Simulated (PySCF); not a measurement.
**Cr(3+) (chromium, charge +3) across methods**

[Ar] 3d3, high-spin 4F determinant. Computed with PySCF 2.14 in aug-cc-pwCVTZ-DK with one added diffuse shell each of s, p, d, f, g type (11s10p8d5f4g, 152 functions), with scalar relativity by spin-free X2C-1e.

```json
{"method": "PBE", "E (hartree)": "-1048.507", "mean ε 3p α (eV)": "-84.892", "mean ε 3p β (eV)": "-81.608", "mean ε 3d α (eV)": "-40.708", "Σ⟨r²⟩ (bohr²)": "13.23", "⟨S²⟩": "3.750"}
{"method": "PBE0", "E (hartree)": "-1048.553", "mean ε 3p α (eV)": "-88.988", "mean ε 3p β (eV)": "-84.564", "mean ε 3d α (eV)": "-43.294", "Σ⟨r²⟩ (bohr²)": "13.16", "⟨S²⟩": "3.751"}
{"method": "LDA", "E (hartree)": "-1046.392", "mean ε 3p α (eV)": "-84.898", "mean ε 3p β (eV)": "-81.709", "mean ε 3d α (eV)": "-40.727", "Σ⟨r²⟩ (bohr²)": "13.24", "⟨S²⟩": "3.750"}
{"method": "r2SCAN", "E (hartree)": "-1048.732", "mean ε 3p α (eV)": "-86.339", "mean ε 3p β (eV)": "-82.368", "mean ε 3d α (eV)": "-41.315", "Σ⟨r²⟩ (bohr²)": "13.13", "⟨S²⟩": "3.751"}
{"method": "UHF", "E (hartree)": "-1047.79302", "mean ε 3p α (eV)": "-100.20", "mean ε 3p β (eV)": "-91.853", "mean ε 3d α (eV)": "-50.285", "Σ⟨r²⟩ (bohr²)": "13.07", "⟨S²⟩": "3.753"}
```
